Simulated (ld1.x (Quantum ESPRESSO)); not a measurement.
**Before and after: ultrasoft potential for sulfur**

sulfur, ultrasoft, made with ld1.x (Quantum ESPRESSO) 7.5 (BLYP, scalar-relativistic). Core [Ne], reference 3s2 3p4. Waves: 3s (bound): rcut 1.00, rcutus 1.35 bohr; 3s channel at -0.85 Ry: rcut 1.00, rcutus 1.35 bohr; 3p (bound): rcut 1.20, rcutus 1.40 bohr; 3p channel at 1 Ry: rcut 1.20, rcutus 1.40 bohr; 3d channel at 0.2 Ry: rcut 1.15, rcutus 1.40 bohr. Local part: all-electron potential smoothed inside 1.20 bohr (lloc = -1). Core correction: a·sin(br)/r model core, default radius (core density twice the valence density). Augmentation charge: built from norm-conserving waves at rcut, not smoothed further.

All-electron outer shells of the reference configuration (BLYP, scalar-relativistic, ld1.x):

```csv
shell,level (eV),outermost node (bohr),outermost maximum (bohr)
2s,-211.57,0.13,0.39
2p,-156.57,–,0.33
3s,-17.11,0.60,1.40
3p,-6.87,0.58,1.59
```

Change: waves 3s (bound): rcut 1.00, rcutus 1.90 bohr; 3s channel at -0.85 Ry: rcut 1.00, rcutus 1.90 bohr.

Cutoffs: the cutoffs (Ry, on a coarse ladder) from which the occupation-weighted sum of valence levels, in a spherical-Bessel basis at the reference potential, stays within 10 and 1 mRy of its value at 400 Ry; they do not see the model core or the augmentation charge, which bear on the density cutoff. Errors are all-electron minus pseudo energies relative to the spin-unpolarised reference configuration.

Q: Predict the effect on cutoff, ghosts and configuration errors.

A: The potential gets softer (18 Ry and 40 Ry → 15 Ry and 18 Ry); of the 7 tests that both files solve, the error grows in 2 and shrinks in 2 by more than 15 % and 0.3 meV (median size 2.4 → 1.7 meV); neither file shows a bound ghost. A larger radius leaves more room for a smooth pseudo-wave, so fewer plane waves are needed.

```csv
quantity,base,changed
"cutoff, loose",18 Ry,15 Ry
"cutoff, tight",40 Ry,18 Ry
loose cutoff by channel (10 mRy a level),"s 18 Ry, p 10 Ry","s 8 Ry, p 10 Ry"
bound ghosts,none,none
"error for 3s2 3p3, meV [ΔE 11.62 eV]",+0.6,+0.6
"error for 3s2 3p2, meV [ΔE 33.76 eV]",+9.3,+10
"error for 3s2 3p1, meV [ΔE 67.68 eV]",+41,+48
"error for 3s1 3p5, meV [ΔE 10.32 eV]",-1.4,-1.0
"error for 3s1 3p4, meV [ΔE 22.49 eV]",-2.4,-1.7
"error for 3s2 3p4.3, meV [ΔE -1.67 eV]",+0.2,+0.2
"error for 3s2 3p0, meV [ΔE 114.44 eV]",+122,+152
lowest overlap eigenvalue by channel,"s 0.46, p 0.46, d 1.00","s 0.37, p 0.46, d 1.00"
```
